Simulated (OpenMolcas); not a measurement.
**What dynamic correlation does to the levels of Ga²⁺**

```json
{
 "Program": "OpenMolcas",
 "Basis": "ANO-RCC-VTZP [6s5p3d1f]",
 "Scalar Hamiltonian": "X2C, point nucleus",
 "Active space": "1 electron in 4 orbitals (4s 4p)",
 "State averaging": "2S+1 = 2 even, 1 root; 2S+1 = 2 odd, 3 roots",
 "Spin-orbit coupling": "RASSI with atomic mean-field integrals over the reference wave functions, term energies averaged over their components"
}
```

Methods on the same reference wave functions:
A. CASSCF
B. SS-CASPT2, IPEA 0.25 Eh, imaginary shift 0.1 Eh (closed shells correlated: 3d)

Energies in cm-1 above 4s 2S 1/2, the measured ground level; measured values from Shirai, Reader, Kramida and Sugar, J. Phys. Chem. Ref. Data 36, 509 (2007).

| Level | A | B | Measured |
| --- | --- | --- | --- |
| 4s 2S 1/2 | 0.0 | 0.0 | 0.0 |
| 4p 2P* 1/2 | 62882 | 65182 | 65169 |
| 4p 2P* 3/2 | 64263 | 66564 | 66888 |

Deviations, from unrounded energies. A percentage is the sum of absolute deviations over the sum of measured energies, with the sign that they share, or ± where signs differ.

```tsv
Against measurement	Levels	A	B
mean absolute deviation (cm-1)	2	2500	170
other configurations (%)	2	-3.7	±0.3
```

B lies closest to measurement on these levels. The largest miss of B in the table is 4p 2P* 3/2, by -320 cm-1. The ranking rests on the paired levels alone, and a cruder setting can come out closer through cancelling errors.

The lowest spin-free term lies below A's lowest term by 0.376 hartree in B.

With one active electron the reference holds no correlation, so core polarisation is missing (holds for A). With one active electron, CASPT2 adds the correlation within the correlated inactive shells and between them and that electron, and leaves the splitting within a term as the reference gives it (holds for B). Computed and measured levels are paired by configuration, term and J; levels that our copy of the source lacks, or whose pairing is in doubt (as where it misses far off the trend of its configuration), stay unpaired and out of the deviations. Levels of configurations outside the active space are missing.

* marks odd parity.
